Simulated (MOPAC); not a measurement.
MOPAC input (PM7):

```
PM7 PRECISE GNORM=0.05 LET XYZ CHARGE=1 GEO-OK AUX(PRECISION=9) THREADS=1
H6NO3Si

N     1.66275200 1    0.23559900 1   -0.10313500 1
Si   -0.19078100 1   -0.02703200 1    0.01183400 1
O    -0.31587700 1   -0.71045400 1    1.45421100 1
O    -0.44578200 1   -0.97777400 1   -1.25079500 1
O    -0.72304900 1    1.47785700 1   -0.11132400 1
H     2.17729500 1   -0.58244800 1    0.23062100 1
H     1.96208300 1    1.03603000 1    0.45816800 1
H     1.95617700 1    0.41011200 1   -1.06687600 1
H    -0.89513400 1   -0.41121500 1    2.16172800 1
H    -0.90522900 1   -1.82271700 1   -1.22543600 1
H    -1.38586300 1    1.78246800 1   -0.73866100 1
```

From the output:

```
                                                       MOPAC v23.2.5 Linux

          FINAL HEAT OF FORMATION =        -88.06493 KCAL/MOL =    -368.46366 KJ/MOL

          COSMO AREA              =        113.37 SQUARE ANGSTROMS
          COSMO VOLUME            =         99.59 CUBIC ANGSTROMS

          GRADIENT NORM           =          0.01736          =       0.00523 PER ATOM
          IONIZATION POTENTIAL    =         16.884263 EV
          HOMO LUMO ENERGIES (EV) =        -16.884 -4.991
          NO. OF FILLED LEVELS    =         16
          MOLECULAR WEIGHT        =         96.1378         POINT GROUP:  C3

          MOLECULAR DIMENSIONS (Angstroms)

            Atom       Atom       Distance
            H    11    H     6     4.40477
            H     7    H    10     4.22685
            H     9    H     8     4.12357

          SCF CALCULATIONS        =         50

   ATOM   CHEMICAL          X               Y               Z
  NUMBER   SYMBOL      (ANGSTROMS)     (ANGSTROMS)     (ANGSTROMS)

     1       N          1.68609675  *   0.23891663  *  -0.10453274  *
     2      Si         -0.21883301  *  -0.03096329  *   0.01356289  *
     3       O         -0.31940769  *  -0.69422421  *   1.40087327  *
     4       O         -0.44674012  *  -0.93961776  *  -1.20999274  *
     5       O         -0.71266697  *   1.42438931  *  -0.09926528  *
     6       H          2.19757652  *  -0.35691343  *   0.57647892  *
     7       H          1.94324988  *   1.22668504  *   0.09197562  *
     8       H          2.04515787  *   0.00669351  *  -1.05194849  *
     9       H         -0.88801730  *  -0.58134387  *   2.18108315  *
    10       H         -0.94171671  *  -1.75880814  *  -1.37950517  *
    11       H         -1.40934704  *   1.88064270  *  -0.60055631  *

                             CARTESIAN COORDINATES

   1    N        1.686096754     0.238916631    -0.104532743
   2   Si       -0.218833009    -0.030963286     0.013562890
   3    O       -0.319407688    -0.694224207     1.400873265
   4    O       -0.446740124    -0.939617760    -1.209992744
   5    O       -0.712666972     1.424389312    -0.099265284
   6    H        2.197576519    -0.356913434     0.576478917
   7    H        1.943249882     1.226685035     0.091975622
   8    H        2.045157874     0.006693507    -1.051948490
   9    H       -0.888017298    -0.581343865     2.181083145
  10    H       -0.941716712    -1.758808142    -1.379505175
  11    H       -1.409347044     1.880642695    -0.600556312

           Empirical Formula: H6 N O3 Si  =    11 atoms

      MOLECULAR POINT GROUP   :   C3

                  EIGENVALUES
 -42.91063 -35.03202 -34.98582 -34.98577 -23.79326 -23.79278 -23.41763 -22.13084
 -22.13056 -20.85452 -18.92880 -18.92786 -18.71789 -17.31272 -17.31253 -16.88426
  -4.99115  -3.94280  -3.94257  -2.53469  -0.75133   0.25947   0.25957   1.14907
   1.14932   2.86939  19.68339  19.68368  20.30834  21.77882  21.77905

              NET ATOMIC CHARGES AND DIPOLE CONTRIBUTIONS

  ATOM NO.   TYPE          CHARGE      No. of ELECS.   s-Pop       p-Pop       d-Pop
    1          N          -0.302743        5.3027     1.47850     3.82424
    2         Si           0.839235        3.1608     0.61519     2.07205     0.47352
    3          O          -0.569184        6.5692     1.64963     4.91956
    4          O          -0.569149        6.5691     1.64965     4.91949
    5          O          -0.569130        6.5691     1.64965     4.91948
    6          H           0.295215        0.7048     0.70479
    7          H           0.295224        0.7048     0.70478
    8          H           0.295222        0.7048     0.70478
    9          H           0.428438        0.5716     0.57156
   10          H           0.428430        0.5716     0.57157
   11          H           0.428440        0.5716     0.57156
 DIPOLE           X         Y         Z       TOTAL
 POINT-CHG.     2.976     0.421    -0.184     3.011
 HYBRID        -0.109    -0.015     0.007     0.110
 SUM            2.867     0.405    -0.177     2.901

          ATOMIC ORBITAL ELECTRON POPULATIONS

     Atom    s        px        py        pz      x^2-y^2     xz        z^2       yz        xy
    1  N   1.47850   1.35493   1.23565   1.23367
    2 Si   0.61519   0.73931   0.66699   0.66575   0.09898   0.06828   0.11318   0.12048   0.07260
    3  O   1.64963   1.69556   1.76906   1.45494
    4  O   1.64965   1.73230   1.52944   1.65776
    5  O   1.64965   1.63080   1.55305   1.73563
    6  H   0.70479
    7  H   0.70478
    8  H   0.70478
    9  H   0.57156
   10  H   0.57157
   11  H   0.57156

 **********************
 *                    *
 * JOB ENDED NORMALLY *
 *                    *
 **********************

 == MOPAC DONE ==
```

The dipole moment of an ion depends on the origin.

The geometry given is a B3LYP-D3(BJ)/def2-TZVP minimum.
